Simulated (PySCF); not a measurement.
Solvent effects on NMR parameters

Bonds (- single, = double, # triple, : aromatic): C1=C2, C2-C3, C3:C4, C4:C5, C5:C6, C6:C7, C7:C8, C8:N9, N9:C10, C10:C11, C11:C12, C12:C3, C11:C6. C1 carries H13, H14; C2 carries H15; C4 carries H16; C5 carries H17; C7 carries H18; C8 carries H19; C10 carries H20; C12 carries H21. H13 is cis to C3; H14 is trans to C3.

GIAO PBE0/pcSseg-1 in PySCF 2.14.0 with density-fitted response routines on one PBE0-D3(BJ)/def2-SVP conformer, non-relativistic, equivalent nuclei averaged. Solvents enter as an IEF-PCM continuum (chloroform with ε = 4.7, acetone with ε = 20.5) around the gas-phase geometry. Shifts are referred to TMS computed in the same medium.

In chloroform, δ in ppm: C10 159.1, C8 150.7, C2 144.8, C3 140.8, C6 140.1, C12 135.3, C5 133.5, C11 132.5, C4 131.7, C7 126.8, C1 122.9, H20 9.37, H19 8.83, H16 8.48. Dipole moment 3.30 D.

Q: How does each δ change in the more polar medium?

A: 
```
atoms                                         environment  Δδ, acetone
  C10                 aromatic CH next to a ring nitrogen         +0.5
   C8                 aromatic CH next to a ring nitrogen          0.0
   C2                                           alkene CH         +0.2
   C3                         substituted aromatic carbon         +0.4
   C6                         ring-fusion aromatic carbon         +0.3
  C12                                         aromatic CH         +0.4
   C5                                         aromatic CH         +0.5
  C11                         ring-fusion aromatic carbon         +0.3
   C4                                         aromatic CH         +0.8
   C7                                         aromatic CH         +0.8
   C1                                terminal =CH2 carbon         +1.0
  H20  hydrogen on an aromatic CH next to a ring nitrogen        +0.03
  H19  hydrogen on an aromatic CH next to a ring nitrogen         0.00
  H16                          hydrogen on an aromatic CH        +0.10
```

Changes are relative to chloroform. The dipole moment becomes 3.58 D in acetone.

Q: Which of the listed nuclei move most (in ppm), and what does the model miss? (N and O are left out, as their reference compounds move with the solvent too.)

A: C1 (terminal =CH2 carbon, +1.0 ppm) in acetone. A continuum only polarises the solute; specific hydrogen bonds, the anisotropy of aromatic solvents and changes of geometry or conformer are outside it.
